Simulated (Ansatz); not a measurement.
Species: HSeO, charge 0, doublet. HSeO (SMILES [Se]O, doublet).
B3LYP-D3(BJ)/def2-TZVP minimum from Ansatz (a first-principles code):
```xyz
3

Se     0.3197    -0.0282     0.2082
O     -1.2156     0.0268    -0.7149
H     -1.1463     0.7428    -1.3610
```
Charge 0, spin multiplicity 2.

Total energies in cc-pVTZ, 13 correlated electrons, 15 frozen orbitals. UHF or UKS for unpaired electrons; spin-orbit terms are left out. Cores are frozen in correlated methods (noble-gas shells, and filled d and f shells in the p block). No relativity.

```json
[
 {"method": "HF", "program": "Ansatz", "energy (Eh)": "-2475.32874", "minus CCSDT(Q) (mEh)": "409.50"},
 {"method": "MP2", "program": "Ansatz", "energy (Eh)": "-2475.70374", "minus CCSDT(Q) (mEh)": "34.51"},
 {"method": "CCSD", "program": "Ansatz", "energy (Eh)": "-2475.72067", "minus CCSDT(Q) (mEh)": "17.58"},
 {"method": "CCSD(T)", "program": "Ansatz", "energy (Eh)": "-2475.73653", "minus CCSDT(Q) (mEh)": "1.72"},
 {"method": "CCSDT(Q)", "program": "Ansatz", "energy (Eh)": "-2475.73825", "minus CCSDT(Q) (mEh)": "0.00"}
]
```

Rough core times of Ansatz's runs on a shared machine: CCSD(T) 20 s, CCSDT(Q) 6 min.
